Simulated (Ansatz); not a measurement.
`BSBS` + HCl → `SBCl` + `BS` at 700 K and 1 bar (ligand exchange at a B–S bond).

Gas-phase electronic energies from Ansatz, PBE0-D4/def2-TZVP geometries. CBS: MP2 limit from def2 TZ/QZ plus the TZ coupled-cluster correction, frozen cores. This one scheme is used for every species. Each species was taken in one conformer, which may not be the lowest.

```
species  CCSD(T)/CBS energy (Eh)  H − E (kJ/mol)  S (J/(mol·K))
 `BSBS`               -847.60163           184.5          415.1
    HCl               -460.38127            38.4          211.8
 `SBCl`               -883.61129           104.6          340.2
   `BS`               -424.38198           115.9          297.3
```

H − E and S are ideal-gas, rigid-rotor, harmonic terms from PBE0-D4/def2-TZVP, for one conformer and one mirror image of each species. 1 Eh = 2625.50 kJ/mol, R = 8.31446 J/(mol·K).

Task: By hand: ΔE, ΔH, ΔS and ΔG.

Result: ΔE = (-883.61129) + (-424.38198) − (-847.60163) − (-460.38127) = -0.01037 Eh = -27.2 kJ/mol. Δ(H − E) = 104.6 + 115.9 − 184.5 − 38.4 = -2.4, so ΔH = -29.6 kJ/mol. ΔS = 340.2 + 297.3 − 415.1 − 211.8 = 10.6 J/(mol·K). ΔG = -29.6 − 700 × (10.6)/1000 = -37.0 kJ/mol.

Task: By hand: the equilibrium constant, and the temperature at which ΔG would vanish if ΔH and ΔS stayed fixed.

Result: log₁₀ K = −ΔG/(RT ln 10) = 2.8. ΔH and −TΔS have one sign here, so there is no such temperature.

The number of gas molecules stays the same, so ΔS is small and ΔH decides. A doubt of 5 kJ/mol in ΔE shifts log₁₀ K by 0.4 here. Other conformers and mirror images would add mixing entropy, several J/(mol·K) or more a flexible species. These are equilibria of isolated gas molecules and say nothing of rates. Largest T1 diagnostic: 0.015 (customary marks: 0.02 for closed shells, 0.045 for open ones).

ΔS is within the doubt of such terms, so its sign, and with it that verdict, could turn.
